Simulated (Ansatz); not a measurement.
Wavefunction ladder for GeH$_{4}$Se (`[GeH3][SeH]`)

```xyz
6

Ge   -0.093    0.247   -0.539
Se    0.742    0.067    1.658
H    -1.628    0.255   -0.530
H     0.448    1.585   -1.058
H     0.421   -0.914   -1.403
H     0.110   -1.241    1.873
```

Charge 0, multiplicity 1. Correlated methods include outer-core shells of Ge, Se, which these sets cover unevenly. Scalar relativity is left out up to krypton. All single points use the PBE0-D4/def2-TZVP geometry. Frozen core, restricted reference, Ansatz.

| basis | HF (Eh) | MP2 corr. |
| --- | --- | --- |
| def2-SVP | -4476.99423 | -0.47659 |
| def2-TZVPP | -4477.55831 | -0.54196 |
| def2-QZVPP | -4477.64819 | -1.10936 |

(1) Estimate the CCSD correlation energy and the (T) correction in each basis where they were run (hartree).

## Answers

(1) 
```
     basis  CCSD corr.       (T)
  def2-SVP    -0.49374  -0.01285
def2-TZVPP    -0.56334  -0.01954
```
